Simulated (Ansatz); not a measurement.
```yaml
crystal:
  periodic: [false, false, false]
  atoms:
    - {symbol: P, position_ang: [0.816623, -0.709563, 0.537190]}
    - {symbol: As, position_ang: [-0.085289, 1.284250, 0.471687]}
    - {symbol: h, position_ang: [-0.731334, -0.574688, -1.008877]}
basis:
  gaussian: {orbitals: def2-TZVP}
magnetization: {spin_polarized: true, initial_magnetization: 1}
hamiltonian: {xc: {name: wB97X-V}}
scf: {omitted_lower_state_checks: [starts]}
```

```sh
$ ansatz run in.yaml --threads 4 --pin off --events-out ev --progress --plain --max-ram 3916MiB
```

It prints (some lines left out):

```
Error: YAML parse error: error: line 6 column 16: `h` is not an element symbol (H … Og, case-exact)
 --> <input>:6:16
4 |     - {symbol: P, position_ang: [0.816623, -0.709563, 0.537190]}
5 |     - {symbol: As, position_ang: [-0.085289, 1.284250, 0.471687]}
6 |     - {symbol: h, position_ang: [-0.731334, -0.574688, -1.008877]}
7 | basis:
8 |   gaussian: {orbitals: def2-TZVP}
```

Question: What is wrong with this run?

Answer: An element symbol is wrong. The program refused the input.
